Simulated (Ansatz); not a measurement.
A nudged elastic band was laid between two geometries of BFGeH6N2O (12 atoms, charge 0, multiplicity 1).

All numbers below come from Ansatz 0.2.0, RKS LDA/def2-SVP.

| Quantity | Value |
| --- | --- |
| movable images | 7 |
| climbing image | yes |
| spring | 5.0 eV/Å² |
| optimiser | quadratic models (default) |
| start path | IDPP |
| force threshold | 0.03 eV/Å |
| iteration limit | 60 |
| end points | relaxed |

Image 0:

```xyz
12
Properties=species:S:1:pos:R:3
N -0.566 -1.179 0.893
B 0.163 -0.016 1.154
O 0.480 0.513 2.362
Ge 0.738 0.793 -0.638
N -0.357 -0.133 -1.796
F 0.398 2.506 -0.808
H -0.697 -1.425 -0.105
H -0.980 -1.813 1.582
H 0.142 -0.001 3.120
H 2.169 0.639 -1.212
H -1.337 0.175 -1.735
H -0.075 -0.114 -2.784
```

Image 8:

```xyz
12
Properties=species:S:1:pos:R:3
N -0.614 -1.396 0.851
B 0.028 -0.200 1.171
O 0.100 0.247 2.453
Ge 0.739 0.694 -0.531
N -0.305 -0.058 -1.828
F 0.503 2.438 -0.461
H -0.668 -1.688 -0.133
H -1.068 -2.003 1.540
H 0.517 1.123 2.528
H 2.194 0.549 -1.041
H -1.310 0.123 -1.711
H -0.038 0.117 -2.804
```

Task: Which bonds break or form, and what moves?

Result: No bond is made or broken. The height of N1 over the plane of its neighbours goes from 0.00 to -0.01 Å.

Task: What energy profile does the band end with?

Result: The run converged. The highest image is number 3 of 0 to 8, 0.30 eV above the first end and 0.39 eV above the last; the last end lies 0.08 eV below the first. A vibrational analysis at the climbing image gives one clearly imaginary mode, 547i cm⁻¹: a first-order saddle point.

| image | path coordinate (Å) | energy (eV) | height of N1 over the plane of its neighbours (Å) |
| --- | --- | --- | --- |
| 0 | 0.00 | 0.00 | 0.00 |
| 1 | 0.34 | 0.04 | -0.01 |
| 2 | 0.67 | 0.19 | -0.03 |
| 3 | 1.01 | 0.30 | -0.02 |
| 4 | 1.33 | 0.21 | 0.00 |
| 5 | 1.66 | 0.04 | 0.02 |
| 6 | 1.99 | -0.06 | 0.02 |
| 7 | 2.31 | -0.08 | 0.00 |
| 8 | 2.64 | -0.08 | -0.01 |

Task: What is the geometry of the highest image?

Result: 
```xyz
12
Properties=species:S:1:pos:R:3
N -0.673 -1.221 0.810
B -0.028 -0.046 1.185
O 0.040 0.427 2.465
Ge 0.704 0.806 -0.550
N -0.266 -0.117 -1.820
F 0.379 2.522 -0.731
H -0.711 -1.447 -0.201
H -1.155 -1.848 1.463
H 0.753 0.101 3.036
H 2.182 0.665 -1.002
H -1.253 0.174 -1.844
H 0.105 -0.072 -2.777
```

Task: What are the harmonic wavenumbers there?

Result: 547i, 79, 114, 155, 232, 252, 284, 345, 437, 510, 594, 598, 630, 677, 684, 737, 758, 836, 865, 914, 1175, 1397, 1464, 1525, 2058, 3327, 3436, 3533, 3537, 3834 cm⁻¹.

The run took 3.1 min on 2 threads of Arm Neoverse V1, on a shared host, peak memory 0.18 GiB.
